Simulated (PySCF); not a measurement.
thiourea (CH₄N₂S), SMILES NC(N)=S. Atoms are numbered in the order given.

```xyz
8

N     -0.0578    -1.1562    -1.0536
C      0.0000     0.0000    -0.3161
N      0.0578     1.1562    -1.0536
S      0.0000     0.0000     1.3557
H      0.3054    -1.1706    -2.0095
H      0.0546    -2.0135    -0.5129
H     -0.3054     1.1706    -2.0095
H     -0.0546     2.0135    -0.5129
```

Geometry optimised at PBE-D3(BJ)/def2-SVP. The values are those of a single conformer.

Computed with PySCF with TDA-LC-ωPBE/def2-SVPD.

Vertical excitations. Isolated molecule, no solvent. State labels are in the subgroup C2.

```json
[
 {"state": "S1", "symmetry": "A", "energy (eV)": "4.12", "λ (nm)": "301", "f": "0.001", "main pairs": "HOMO→LUMO 89 %"},
 {"state": "S2", "symmetry": "A", "energy (eV)": "5.51", "λ (nm)": "225", "f": "0.305", "main pairs": "HOMO−1→LUMO 84 %"},
 {"state": "S3", "symmetry": "B", "energy (eV)": "6.44", "λ (nm)": "192", "f": "0.059", "main pairs": "HOMO→LUMO+1 66 %, HOMO→LUMO+4 13 %"},
 {"state": "S4", "symmetry": "B", "energy (eV)": "6.61", "λ (nm)": "188", "f": "0.031", "main pairs": "HOMO−1→LUMO+1 72 %"},
 {"state": "S5", "symmetry": "B", "energy (eV)": "7.00", "λ (nm)": "177", "f": "0.007", "main pairs": "HOMO→LUMO+3 64 %, HOMO→LUMO+4 10 %"},
 {"state": "S6", "symmetry": "B", "energy (eV)": "7.30", "λ (nm)": "170", "f": "0.233", "main pairs": "HOMO−2→LUMO 81 %"},
 {"state": "S7", "symmetry": "B", "energy (eV)": "7.33", "λ (nm)": "169", "f": "0.035", "main pairs": "HOMO−1→LUMO+3 58 %, HOMO−1→LUMO+8 9 %"},
 {"state": "S8", "symmetry": "A", "energy (eV)": "7.55", "λ (nm)": "164", "f": "0.003", "main pairs": "HOMO−1→LUMO+2 39 %, HOMO−2→LUMO+1 31 %, HOMO→LUMO+2 24 %"},
 {"state": "S9", "symmetry": "A", "energy (eV)": "7.73", "λ (nm)": "160", "f": "0.004", "main pairs": "HOMO→LUMO+2 53 %, HOMO−1→LUMO+2 20 %, HOMO→LUMO+5 11 %"},
 {"state": "S10", "symmetry": "B", "energy (eV)": "7.91", "λ (nm)": "157", "f": "0.053", "main pairs": "HOMO→LUMO+4 61 %, HOMO→LUMO+1 17 %, HOMO−1→LUMO+4 11 %"},
 {"state": "T1", "symmetry": "A", "energy (eV)": "3.59", "λ (nm)": "345", "f": "0", "main pairs": "HOMO−1→LUMO 69 %, HOMO→LUMO 23 %"},
 {"state": "T2", "symmetry": "A", "energy (eV)": "3.84", "λ (nm)": "323", "f": "0", "main pairs": "HOMO→LUMO 70 %, HOMO−1→LUMO 24 %"},
 {"state": "T3", "symmetry": "B", "energy (eV)": "5.84", "λ (nm)": "212", "f": "0", "main pairs": "HOMO−2→LUMO 92 %"},
 {"state": "T4", "symmetry": "B", "energy (eV)": "5.96", "λ (nm)": "208", "f": "0", "main pairs": "HOMO→LUMO+3 30 %, HOMO→LUMO+1 28 %, HOMO→LUMO+8 18 %, HOMO→LUMO+13 8 %"}
]
```
Triplets are in the Tamm–Dancoff approximation.
